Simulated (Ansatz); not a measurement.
One change: `C=C(Cl)[SiH2][AlH2]` becomes `C=C[SiH2][AlH2]`.

Ansatz, PBE0-D4/def2-TZVP geometries, multiplicity 1. Each molecule was computed in one conformer, which needn't be the lowest. `C=C(Cl)[SiH2][AlH2]` holds a close contact that its SMILES doesn't draw: Al···Cl 2.59 Å.

| property | `C=C(Cl)[SiH2][AlH2]` |
| --- | --- |
| HOMO energy (PBE/def2-TZVPP) / eV | -6.17 |
| LUMO energy (PBE0/def2-TZVPP) / eV | -1.15 |
| HOMO–LUMO gap (B3LYP/def2-TZVPP) / eV | 5.72 |
| HOMO energy (PBE0/def2-TZVPP) / eV | -7.23 |
| HOMO energy (ωB97M-V/def2-TZVPP) / eV | -9.22 |
| HOMO–LUMO gap (PBE0/def2-TZVPP) / eV | 6.08 |

(1) What does the change do to each property? (Best estimate.)

Answers

(1) Ansatz gave: 
| property | `C=C[SiH2][AlH2]` | shift |
| --- | --- | --- |
| HOMO energy (PBE/def2-TZVPP) / eV | -6.07 | 0.10 |
| LUMO energy (PBE0/def2-TZVPP) / eV | -2.01 | -0.86 |
| HOMO–LUMO gap (B3LYP/def2-TZVPP) / eV | 4.70 | -1.02 |
| HOMO energy (PBE0/def2-TZVPP) / eV | -7.09 | 0.14 |
| HOMO energy (ωB97M-V/def2-TZVPP) / eV | -9.07 | 0.15 |
| HOMO–LUMO gap (PBE0/def2-TZVPP) / eV | 5.08 | -1.00 |

With PBE0 the HOMO rises by 0.14 eV and the LUMO falls by 0.86 eV, so the gap narrows by about 1.00 eV. PBE moves the HOMO by 0.10 eV and ωB97M-V by 0.15 eV.

B3LYP here is the variant with VWN-RPA as its local correlation; programs differ in this.
